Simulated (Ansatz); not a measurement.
Stepwise reaction of `CB(C)C` with hydrogen fluoride, as a gas-phase model of exchange steps in deposition or etching. ΔE in kJ/mol.

Calculated with Ansatz (gas phase, PBE0-D4/def2-TZVP geometries, no zero-point term in ΔE). CCSD(T)/CBS adds triple-zeta CCSD(T) − MP2 to the extrapolated MP2 energy (def2 sets, frozen cores). This one scheme is used for every species. Functionals use def2-TZVPP. B3LYP here is the variant with VWN-RPA as its local correlation; programs differ in this.

```csv
step,reaction,PBE-D4,B3LYP-D4,ωB97M-V,CCSD(T)/CBS
1,`CB(C)C` + H–F → `CB(C)F` + CH₄,-153.5,-162.6,-160.0,-151.5
2,`CB(C)F` + H–F → `CB(F)F` + CH₄,-151.5,-160.8,-158.0,-152.2
3,`CB(F)F` + H–F → `FB(F)F` + CH₄,-123.8,-133.8,-130.4,-126.2
```

(1) By hand: ΔE of the 3 steps together at CCSD(T)/CBS.

Answers

(1) (-151.5) + (-152.2) + (-126.2) = -429.9 kJ/mol, or -143.3 kJ/mol a step.

In ΔE step 2 is the lowest and step 3 the highest. All are downhill at CCSD(T)/CBS. PBE-D4 differs from CCSD(T)/CBS by -2.0 to 2.4 kJ/mol a step. Isolated molecules leave out the surface, adducts and barriers. Largest T1 diagnostic: 0.012.
